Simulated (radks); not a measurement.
The numbers below are computed, except where a source is named.
Se I, 34 electrons, occupied as [Ar] 3d10 4s2 4p4. Code: a radial shooting solver on a logarithmic mesh with Libxc functionals. Model: Dirac Kohn-Sham, PBEsol, spin-unpolarised, spherical densities, finite nucleus; open shells fill j = l - 1/2 first; Fermi nuclear charge, rms radius 4.14 fm.

Spin-orbit splittings of the eigenvalues, e(l+1/2) - e(l-1/2), with zeta = 2 splitting/(2l+1) and mean radii in bohr:

| shell | occ. | splitting (eV) | zeta (eV) | <r> j=l-1/2 | <r> j=l+1/2 |
|---|---|---|---|---|---|
| 2p | 6 | 41.71 | 27.81 | 0.1686 | 0.1724 |
| 3p | 6 | 5.874 | 3.916 | 0.5828 | 0.5934 |
| 3d | 10 | 0.8948 | 0.3579 | 0.6283 | 0.6327 |
| 4p | 4 | 0.3775 | 0.2517 | 2.266 | 2.317 |
